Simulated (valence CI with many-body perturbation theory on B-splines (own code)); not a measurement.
# Gd⁵⁹⁺: calculated level list

Computed by relativistic CI+MBPT: three valence electrons over a frozen Dirac-Fock core [He], a basis of 9 s, 9 p, 8 d, 6 f, 3 g, 1 h functions for each j, with the one-electron correlation potential Σ1 (screened to all orders), the two-electron term Σ2, the three-electron term Σ3, Breit, model QED; selected single and double excitations, second order for the rest, scaled by the run's own slope (own B-spline code, finite nucleus).

No measured spectrum was set against this ion. As an estimate, large intervals hold to a few tenths of a per cent, small ones and those within an open d or f shell to about a per cent.

Levels 1 to 42 of 42, with energies above the lowest level, (2s^2 2p1/2) J=1/2. "Leading %" is the weight of the configuration and term that name the level; weights of strongly mixed levels are sums over their largest components and can fall short, so below about 35 % the name and the second component can differ from the true leading terms, or belong to a minority configuration. In the jj column 3d3/2^4 stands for four electrons in 3d with j = 3/2. Lifetimes count E1, E2, E3, M1 and M2 decay at the calculated energies, and are blank where another channel may lead or the interval is too uncertain; long ones can be off by a factor of two.

```csv
No.,Configuration,Term,J,E (eV),Leading %,g,Lifetime,Leading jj
1,2s²2p,²P°,1/2,0.0,100,0.629,,2s^2 2p1/2 (100 %)
2,2s2p²,⁴P,1/2,212.9,52,2.084,61.6 ps,2s 2p1/2^2 (99 %)
3,2s²2p,²P°,3/2,759.7,99,1.307,126 ps,2s^2 2p3/2 (99 %)
4,2s2p²,⁴P,3/2,908.5,91,1.635,43.4 ps,2s 2p1/2 2p3/2 (100 %)
5,2s2p²,²D,5/2,945.4,61,1.325,162 ps,2s 2p1/2 2p3/2 (100 %)
6,2s2p²,²P,1/2,1005.3,69,1.253,296 fs,2s 2p1/2 2p3/2 (99 %)
7,2s2p²,²D,3/2,1007.0,63,0.973,340 fs,2s 2p1/2 2p3/2 (100 %)
8,2p³,²P°,3/2,1230.4,48,1.330,440 fs,2p1/2^2 2p3/2 (99 %)
9,2s2p²,⁴P,5/2,1686.1,61,1.417,1.53 ps,2s 2p3/2^2 (100 %)
10,2s2p²,²S,1/2,1776.9,69,1.910,368 fs,2s 2p3/2^2 (100 %)
11,2s2p²,²P,3/2,1777.8,61,1.178,205 fs,2s 2p3/2^2 (100 %)
12,2p³,⁴S°,3/2,1949.8,55,1.438,218 fs,2p1/2 2p3/2^2 (100 %)
13,2p³,²D°,5/2,1971.6,100,1.171,237 fs,2p1/2 2p3/2^2 (100 %)
14,2p³,²P°,1/2,2019.0,100,0.629,196 fs,2p1/2 2p3/2^2 (100 %)
15,2p³,²P°,3/2,2747.2,52,1.288,146 fs,2p3/2^3 (100 %)
16,2s²3s,²S,1/2,7602.9,98,1.987,6.80 fs,2s^2 3s (98 %)
17,2s²3p,²P°,1/2,7674.8,96,0.665,175 fs,2s^2 3p1/2 (96 %)
18,2s2p3s,⁴P°,1/2,7745.4,85,2.360,7.61 fs,2s 2p1/2 3s (98 %)
19,2s2p3s,⁴P°,3/2,7768.6,60,1.544,6.80 fs,2s 2p1/2 3s (98 %)
20,2s2p3s,²P°,1/2,7794.1,94,0.719,9.21 fs,2s 2p1/2 3s (99 %)
21,2s2p3p,⁴D,1/2,7806.0,72,0.267,9.52 fs,2s 2p1/2 3p1/2 (100 %)
22,2s2p3p,⁴D,3/2,7830.6,41,1.102,3.48 fs,2s 2p1/2 3p1/2 (99 %)
23,2s2p3p,⁴P,1/2,7866.7,47,1.943,7.41 fs,2s 2p1/2 3p1/2 (99 %)
24,2s²3p,²P°,3/2,7900.2,97,1.326,99.5 fs,2s^2 3p3/2 (97 %)
25,2s²3d,²D,3/2,7950.7,97,0.791,1.08 fs,2s^2 3d3/2 (97 %)
26,2p²3s,⁴P,1/2,8000.1,40,1.909,7.08 fs,2p1/2^2 3s (87 %)
27,2s²3d,²D,5/2,8011.9,96,1.192,1.15 fs,2s^2 3d5/2 (96 %)
28,2s2p3p,⁴P,3/2,8040.6,31,1.395,9.54 fs,2s 2p1/2 3p3/2 (100 %)
29,2p²3p,²P°,1/2,8060.2,42,0.634,1.42 fs,2p1/2^2 3p1/2 (92 %)
30,2s2p3p,⁴D,5/2,8068.7,44,1.323,40.3 fs,2s 2p1/2 3p3/2 (97 %)
31,2s2p3p,²D,3/2,8071.4,44,1.245,4.24 fs,2s 2p1/2 3p3/2 (99 %)
32,2s2p3d,⁴F°,3/2,8080.1,71,0.565,4.26 fs,2s 2p1/2 3d3/2 (100 %)
33,2s2p3p,²P,1/2,8080.6,38,1.397,3.04 fs,2s 2p1/2 3p3/2 (88 %)
34,2s2p3d,⁴F°,5/2,8106.7,46,1.017,5.81 fs,2s 2p1/2 3d3/2 (97 %)
35,2s2p3d,²P°,3/2,8123.3,29,1.185,877 as,2s 2p1/2 3d3/2 (97 %)
36,2s2p3d,⁴D°,1/2,8129.4,52,0.439,1.12 fs,2s 2p1/2 3d3/2 (93 %)
37,2s2p3d,⁴P°,5/2,8152.7,35,1.313,1.14 fs,2s 2p1/2 3d5/2 (99 %)
38,2s2p3d,⁴F°,7/2,8177.6,38,1.230,1.18 fs,2s 2p1/2 3d5/2 (100 %)
39,2s2p3d,²F°,5/2,8188.6,50,1.067,1.19 fs,2s 2p1/2 3d5/2 (98 %)
40,2s2p3d,²P°,3/2,8189.0,39,1.098,1.19 fs,2s 2p1/2 3d5/2 (96 %)
41,2p²3p,²P°,3/2,8300.8,33,1.323,4.05 fs,2p1/2^2 3p3/2 (96 %)
42,2p²3d,²D,3/2,8338.1,41,0.784,6.21 fs,2p1/2^2 3d3/2 (98 %)
```

The ionisation energy to 2s² ¹S0 of the next ion comes out as 13515 eV (NIST: 13521 ± 7 eV (theoretical)). All 42 levels together are meant to be complete up to 8394.3 eV.
